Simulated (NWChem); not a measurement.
SiI2ClF; SMILES F[Si](Cl)(I)I

Computed with NWChem. Geometry: optimised at PBE-D3(BJ)/def2-SVP. def2 effective core potentials on I; no spin-orbit coupling. Level M06-L/def2-SVP: energy and gradient on several grids; changes count from the extra-fine grid, which is no exact limit either.

```csv
grid,size of the energy change (μHa),largest change of a gradient component (μHa/bohr),"time, medium = 1 (rough)"
xcoarse,10000,1000,about 1
coarse,300,600,about 1
medium,30,60,about 1
fine,< 10,80,about 1
xfine,< 10,< 30,2
```
